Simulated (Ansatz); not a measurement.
Total energies of Sn₂₉H₃₆, a nanocrystal cut from cubic tin from Ansatz at PBE0-D4/def2-SVP, gas phase (1 Eh = 27.2114 eV = 2625.5 kJ/mol). The reference geometry is relaxed at PBE-D4/def2-SVP.

Cartesian coordinates in Å:
```
Sn -1.376 5.172 1.095
Sn 3.043 4.511 0.509
Sn 0.513 1.146 2.539
Sn 0.275 4.525 -3.050
Sn -2.178 -2.108 4.546
Sn -4.075 1.749 3.192
Sn -2.332 1.164 -1.107
Sn -4.948 -2.089 0.993
Sn 2.567 -2.820 3.911
Sn 5.086 0.368 1.958
Sn 2.201 0.484 -1.715
Sn 4.216 -3.471 -0.233
Sn -0.381 -2.793 0.284
Sn -3.181 -2.788 -3.459
Sn 1.239 -3.446 -4.051
Sn -0.670 0.403 -5.408
Sn -1.695 0.655 4.241
Sn 2.847 -0.027 3.629
Sn 0.889 3.935 2.238
Sn -1.932 3.952 -1.388
Sn 2.572 3.277 -1.985
Sn 0.000 0.000 0.000
Sn -2.584 -3.256 2.000
Sn -4.521 0.676 0.621
Sn -2.834 0.006 -3.641
Sn 1.958 -3.940 1.393
Sn 4.523 -0.689 -0.597
Sn 1.670 -0.664 -4.248
Sn -0.891 -3.921 -2.262
H -1.012 6.851 0.819
H -2.745 5.101 2.160
H 3.123 6.233 0.269
H 4.560 4.008 1.186
H 0.533 6.246 -3.062
H -0.014 4.031 -4.688
H -0.886 -2.892 5.398
H -3.627 -2.321 5.486
H -4.020 3.483 3.155
H -5.399 1.288 4.223
H -6.215 -2.305 2.166
H -5.462 -2.857 -0.476
H 1.363 -3.226 5.093
H 4.080 -3.481 4.461
H 5.526 2.045 1.868
H 6.440 -0.494 2.629
H 5.625 -4.079 0.587
H 4.091 -4.303 -1.751
H -4.624 -3.194 -2.585
H -3.344 -3.436 -5.066
H 2.679 -4.279 -3.558
H 0.796 -4.056 -5.620
H -0.473 2.081 -5.805
H -0.996 -0.454 -6.888
H -1.365 1.365 5.801
H 3.152 0.689 5.192
H 1.200 4.628 3.809
H -3.375 4.656 -2.073
H 3.929 3.559 -3.045
H -2.809 -4.979 2.165
H -5.950 1.397 -0.074
H -4.274 0.731 -4.310
H 1.710 -5.659 1.562
H 5.870 -0.386 -1.664
H 3.032 -0.360 -5.296
H -1.122 -5.641 -2.075
```

```
                 state   geometry  energy (Eh)
      charge 0 singlet  reference  -6237.34550
      charge 1 doublet  reference  -6237.07451
     charge -1 doublet  reference  -6237.41018
free Sn atom (triplet)          –   -214.25429
 free H atom (doublet)          –     -0.50029
```

In the def2 sets Sn takes a core potential; there is no spin–orbit coupling. Single mean-field runs in def2-SVP are fitted with def2-universal-jkfit.

Question: Work out the vertical ionisation energy to the doublet.

Answer: E(charge 1 doublet) − E(charge 0 singlet) = -6237.07451 − (-6237.34550) = 0.27099 Eh = 7.37 eV. For comparison, −ε of the highest occupied level is 6.55 eV at this level, 0.82 eV less.

Question: Work out the vertical electron affinity, to the doublet.

Answer: E(charge 0 singlet) − E(charge -1 doublet) = -6237.34550 − (-6237.41018) = 0.06468 Eh = 1.76 eV. The basis lacks diffuse functions, which makes affinities too small.

Question: Give the fundamental gap IE − EA, the Mulliken electronegativity (IE + EA)/2 and the hardness (IE − EA)/2.

Answer: From the values in Eh: IE − EA = 0.27099 − 0.06468 = 0.20631 Eh = 5.61 eV; (IE + EA)/2 = 4.57 eV; (IE − EA)/2 = 2.81 eV. The HOMO–LUMO gap of the same run is 4.11 eV, 1.50 eV smaller than the fundamental gap.

Question: What is the binding energy per atom against free atoms?

Answer: Atoms: 29 × (-214.25429) + 36 × (-0.50029) = -6231.38485 Eh. Binding: -6231.38485 − (-6237.34550) = 5.96065 Eh = 162.20 eV, or 2.50 eV for each of 65 atoms (no zero-point energy, no counterpoise term).
